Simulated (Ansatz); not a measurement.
`C[NH][Ga]([Cl])[Cl]` + `CCCl` → gallium trichloride + ethylmethylamine  (formal exchange of groups at a Ga–N bond)

Program: Ansatz. Geometries: PBE0-D4/def2-TZVP. ΔE: electronic, gas phase. CCSD(T)/CBS is the MP2 limit (def2-TZVPP, def2-QZVPP) plus CCSD(T) − MP2 in def2-TZVPP, frozen cores. Functionals use def2-TZVPP. B3LYP here is the variant with VWN-RPA as its local correlation; programs differ in this. For Ga outer-core shells are correlated without core-valence functions, which leaves a few kJ/mol of doubt a bond. Scalar relativity is left out up to krypton. One conformer a species, not always the lowest.

`C[NH][Ga]([Cl])[Cl]`:

```xyz
9

C     0.676   -0.220    1.143
N     0.363    0.492   -0.076
Ga   -0.903    0.069   -1.273
Cl   -2.131   -1.640   -0.965
Cl   -1.198    1.259   -3.008
H     0.541    0.410    2.029
H     1.706   -0.594    1.145
H     0.015   -1.082    1.251
H     0.930    1.306   -0.246
```

`CCCl`:

Cartesian coordinates in Å:
```
C -0.332 -0.584 -0.429
C 0.246 0.619 0.269
Cl 1.046 0.163 1.802
H -0.813 -0.272 -1.361
H -1.079 -1.078 0.195
H 0.447 -1.309 -0.670
H -0.522 1.346 0.530
H 1.005 1.115 -0.335
```

`[Cl][Ga]([Cl])[Cl]`:

```xyz
4

Cl    1.837    0.441   -0.943
Ga    0.000    0.000    0.000
Cl   -0.018   -0.799    1.954
Cl   -1.819    0.359   -1.011
```

`CCNC`:

```xyz
13

C    -1.038    1.484    0.432
C    -0.645    0.093   -0.016
N     0.792   -0.033   -0.133
C     1.218   -1.364   -0.498
H    -0.655    2.233   -0.264
H    -2.124    1.584    0.489
H    -0.634    1.707    1.424
H    -1.079   -0.116   -1.000
H    -1.077   -0.657    0.674
H     1.225    0.239    0.741
H     2.308   -1.415   -0.515
H     0.845   -2.156    0.174
H     0.862   -1.597   -1.506
```

| level | ΔE (kJ/mol) | difference from CCSD(T)/CBS |
| --- | --- | --- |
| revPBE-D4 | -58.4 | -5.8 |
| B97M-V | -68.3 | -15.7 |
| ωB97M-V | -61.3 | -8.7 |
| B2PLYP | -58.0 | -5.4 |
| PBE-QIDH | -62.5 | -9.9 |
| PBE | -58.2 | -5.6 |
| B3LYP | -59.6 | -7.0 |
| CCSD/def2-SVP | -75.5 | -22.9 |
| HF/def2-TZVPP | -73.4 | -20.8 |
| HF/CBS(def2) | -71.7 | -19.1 |
| CCSD(T)/CBS | -52.6 | 0 |

**Question.** What do rigid-rotor, harmonic-oscillator terms from PBE0-D4/def2-TZVP frequencies (298.15 K, 1 bar) make of the CCSD(T)/CBS value? (Best estimate.)

**Answer.** The calculation gave: ΔZPE = +3.5 kJ/mol, ΔH = -50.3 kJ/mol, ΔS = -24 J/(mol·K), ΔG = -43.2 kJ/mol.

Largest T1 diagnostic among the species: 0.012.

From r2SCAN to r2SCAN0 (25 % exact exchange), in def2-TZVPP and without D4, ΔE moves by −3.6 kJ/mol. In def2-TZVPP, CCSD(T) changes the Hartree–Fock value by +15.8 kJ/mol (the triples alone add +2.0 kJ/mol) and MP2 by +17.7 kJ/mol. Leaving LDA and LC-ωPBE aside and taking each functional with its dispersion term where it has one, the values, not all of them listed here, spread over 14.8 kJ/mol, from B97M-V to BLYP-D4.
